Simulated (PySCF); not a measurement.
Hf(Me)(H)3 (CH6Hf), SMILES [CH3][HfH3], multiplicity 1.

Coordinates come from a r2SCAN-D4/def2-TZVP optimisation. The spin state was assumed, not searched. The def2 effective core potentials stand for the cores of Hf; spin–orbit coupling is left out.

Two levels are set side by side: PBE/def2-TZVPD (PySCF) and CAM-B3LYP/def2-TZVPD (PySCF). Same geometry, gas phase. Differences are taken from unrounded values.

| quantity | CAM-B3LYP | PBE | PBE minus CAM-B3LYP |
|---|---|---|---|
| orbital gap (eV) | 8.91 | 4.22 | -4.70 |
| highest occupied level (eV) | -9.48 | -6.79 | 2.69 |
| lowest empty level (eV) | -0.57 | -2.57 | -2.01 |
| dipole moment (D) | 0.93 | 1.05 | 0.12 |
| mean polarisability (bohr³) | 61.8 | 66.1 | 4.3 |

Without exact exchange PBE keeps part of each electron's self-repulsion, which lifts occupied levels and narrows the gap. PBE's more diffuse valence density responds more strongly to a field. Differences between two approximate levels are no errors against the true value.

Rough cost on one machine, each run with all the roots and properties that it gave: CAM-B3LYP against PBE within a factor of 2.
